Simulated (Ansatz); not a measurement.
Stretching the B1–F2 bond in BFH2Se (SMILES FB[SeH]) (multiplicity 1 held, fragments rigid). Energies count from the point at 1.325 Å.
Geometry at that point (charge 0, multiplicity 1):
```
atom    x (Å)    y (Å)    z (Å)
----  -------  -------  -------
B     -0.5064  -0.9018   0.6998
F      0.4396  -1.6015   1.3080
H     -1.6489  -1.1818   0.8691
Se     0.0458   0.5641  -0.4509
H     -1.3329   0.9268  -0.8094
```

Signs of static correlation in cc-pVDZ, from Ansatz (a program for electronic structure) runs.

```csv
R (Å),T1 of restricted CCSD,⟨S²⟩ of UHF,largest double amplitude of restricted CCSD
1.060,0.012,0.000,0.064
1.192,0.014,0.000,0.062
1.325,0.015,0.000,0.060
1.457,0.017,0.000,0.057
1.589,0.019,0.000,0.053
1.788,0.021,0.000,0.054
1.987,0.025,0.000,…
2.318,0.036,0.686,0.165
2.649,0.055,0.905,…
3.046,0.090,0.980,0.448
3.576,0.141,1.004,0.806
4.238,0.184,1.009,1.207
```

### Question
Some entries are withheld; supply them.

### Answer

- 1.987, largest double amplitude of restricted CCSD: 0.067
- 2.649, largest double amplitude of restricted CCSD: 0.263

Doubts at one or more of the structures used: a restricted determinant that unrestricted orbitals would lower (R-CCSD(T)/cc-pVDZ); T1 above 0.05 (R-CCSD(T)/cc-pVDZ, U-CCSD(T)/cc-pVDZ); other coupled-cluster roots lie near (R-CCSD(T)/cc-pVDZ); a spin-contaminated determinant (U-CCSD(T)/cc-pVDZ).
